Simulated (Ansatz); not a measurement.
System: PN, charge 0, singlet. PN (SMILES N#P).
B3LYP-D3(BJ)/def2-TZVP minimum from Ansatz (a program for electronic structure):
```xyz
2

N      0.0000     0.0000    -1.0110
P      0.0000     0.0000     0.4718
```
Charge 0, spin multiplicity 1.

Total energies in hartree (Ansatz). Open shells are spin-unrestricted; no spin-orbit coupling. Cores are frozen in correlated methods. No relativity. The restricted determinant of NP (N#P, singlet) is unstable towards broken spin symmetry in at least one set run.

```tsv
species	HF/cc-pV(T+d)Z	CCSD(T)/cc-pV(T+d)Z	HF/cc-pV(Q+d)Z	CCSD(T)/cc-pV(Q+d)Z	CCSD(T)/cc-pV(5+d)Z	CCSDT(Q)/cc-pV(5+d)Z
1: PN (SMILES N#P)	-395.18000	-395.54964	-395.18738	-395.57693	-395.58592	-395.58851
2: N (quartet)	-54.40069	-54.51471	-54.40372	-54.52482	-54.52794	-54.52831
3: P (quartet)	-340.71631	-340.82157	-340.71872	-340.82830	-340.83035	-340.83119
```

Task: Work out the atomisation energy (electronic, to ground-state atoms) in kcal/mol: take Hartree-Fock from cc-pV(Q+d)Z, extrapolate the CCSD(T) correlation energy as X^-3 (X = 3, 4), and add CCSDT(Q) - CCSD(T) in cc-pV(5+d)Z. 1 hartree = 627.51 kcal/mol.

Result: 
Species 1: correlation (64·(-0.38955) - 27·(-0.36964))/37 = -0.40408; step -0.00259; E1 = -395.18738 + (-0.40408) + (-0.00259) = -395.59405
Species 2: correlation (64·(-0.12110) - 27·(-0.11402))/37 = -0.12627; step -0.00037; E2 = -54.40372 + (-0.12627) + (-0.00037) = -54.53036
Species 3: correlation (64·(-0.10958) - 27·(-0.10526))/37 = -0.11273; step -0.00084; E3 = -340.71872 + (-0.11273) + (-0.00084) = -340.83229
-1·E1 +1·E2 +1·E3 = 0.23140 hartree = 145.2 kcal/mol.
